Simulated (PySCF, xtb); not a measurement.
C₂H₅S, SMILES CC[S], multiplicity 2.

Harmonic wavenumbers (cm⁻¹) from GFN2-xTB (xtb) at its own minimum, in rising order: 216, 300, 703, 762, 994, 1014, 1065, 1209, 1238, 1403, 1421, 1484, 1492, 2958, 2969, 3025, 3039, 3043.

Problem. What does PBE-D3(BJ)/def2-TZVP (PySCF) give at its own minimum? (Estimate from the structure and the level; the computed values follow.)

Solution. 211, 323, 449, 665, 866, 954, 1043, 1202, 1221, 1357, 1365, 1435, 1443, 2933, 2947, 2969, 3040, 3059. Paired by order, the mean absolute difference is 52 cm⁻¹ and the zero-point energies are 40.5 and 39.3 kcal/mol.
